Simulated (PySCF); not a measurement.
BH3N, SMILES [NH]B, multiplicity 2.

The structure is a stationary point at B3LYP-D3(BJ)/def2-TZVP. The isomer is the one that the SMILES or the coordinates give; other isomers of the formula were not compared.

These are CAM-B3LYP/def2-TZVPD in PySCF values and carry that method's errors.

Gas-phase values at a fixed geometry.

Computed frontier levels, dipole moment and polarisability:
```json
{
 "α spin, highest occupied and lowest empty level": "-9.31 and 0.75 eV",
 "β spin, highest occupied and lowest empty level": "-10.07 and -2.08 eV",
 "dipole_moment": "0.273 e·Å",
 "quadrupole, principal values (traceless, Buckingham form, about the centre of nuclear charge)": "-1.79, -1.73, 3.52 D·Å",
 "mean_static_polarisability": "26.5 bohr³ (3.92 Å³)",
 "polarisability_principal_values": "20.4, 24.0, 35.0 bohr³",
 "⟨S²⟩": "0.758 (pure state 0.75)"
}
```
